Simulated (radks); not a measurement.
Results of a calculation; reference values are marked as such.
Q: The table gives one normalised radial function P(r) = r R(r) of Ni2.5+ in [Ar] 3d6.5 4s1 (r in bohr). Code: a radial shooting solver on a logarithmic mesh with Libxc functionals. Model: scalar-relativistic Kohn-Sham, BLYP, spin-unpolarised, spherical densities, point nucleus.

r,P
0.002645,0.7591
0.00303,0.8579
0.003444,0.9612
0.003914,1.0753
0.004485,1.2089
0.005097,1.3470
0.005839,1.5072
0.006637,1.6707
0.007543,1.8463
0.008642,2.0454
0.009822,2.2432
0.01125,2.4622
0.01279,2.6737
0.01454,2.8865
0.01665,3.1085
0.01893,3.3072
0.02169,3.4991
0.02465,3.6529
0.02801,3.7713
0.03209,3.8477
0.03648,3.8633
0.04179,3.8111
0.0475,3.6912
0.05398,3.5004
0.06185,3.2227
0.07029,2.8991
0.08053,2.5045
0.09153,2.1048
0.104,1.6999
0.1192,1.2894
0.1355,0.9429
0.154,0.6507
0.1764,0.4082
0.2005,0.2436
0.2297,0.1283
0.261,0.0635
0.2967,0.0282
0.3399,0.0104
0.3863,0.0035
0.4426,0.0009
0.503,0.0002
0.5717,0.0000
0.655,0.0000
0.7444,0.0000
0.8529,0.0000
0.9694,0.0000
1.102,0.0000
1.262,0.0000
1.435,0.0000
1.644,0.0000
1.868,0.0000
2.123,0.0000
2.432,0.0000
2.765,0.0000
3.167,0.0000
3.6,0.0000
4.091,0.0000
4.687,0.0000
5.327,0.0000
6.104,0.0000
6.937,0.0000

Which n and l does it have? It may be an empty orbital.

A: n = 1, l = 0: the number of nodes gives n - l - 1 = 0, the rise at small r (about r^(l+1)) gives l, and the extent must fit the shell. The curve is that of 1s. 1s: eigenvalue -8253.1 eV, 0 radial nodes, <r> = 0.0541 bohr, 90 % of the charge inside 0.0966 bohr.
